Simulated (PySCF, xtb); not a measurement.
ZnBr2, SMILES [Zn]([Br])[Br].

GFN2-xTB in xtb at its own geometry gives an orbital gap of 4.85 eV and a dipole moment of 0.07 D.

Coordinates come from a TPSSh-D3(BJ)/def2-SVP optimisation. The isomer is the one that the SMILES or the coordinates give; other isomers of the formula were not compared.

Q: What does PySCF with PBE0/def2-TZVPD give? (Estimate from the structure and the level; the computed values follow.)

A: gap 6.73 eV (levels -8.60 and -1.87 eV), dipole 0.00 D.
